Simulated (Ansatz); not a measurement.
The molecule OF-, multiplicity 3 (an upper state: multiplicity 1 came lower at CCSD(T)/def2-TZVPP on PBE0 minima).

Seven points along R, fitted to fifth degree in 1/R; most abundant isotopes. Runs in def2 and cc sets follow the lowest solution found near the PBE0 minimum.

Correlated levels freeze the cores.

Programs: Ansatz (a program for electronic structure). Each number belongs to the level named beside it.

Q: What bond length and harmonic frequency does PBE/def2-TZVPP give?

A: r_e = 2.079 Å, ω_e = 323 cm⁻¹.

Q: What bond length and harmonic frequency does PBE0/def2-TZVPP give?

A: r_e = 2.045 Å, ω_e = 356 cm⁻¹.

Q: What bond length and harmonic frequency does CCSD(T)/def2-TZVPP give?

A: r_e = 2.027 Å, ω_e = 369 cm⁻¹.
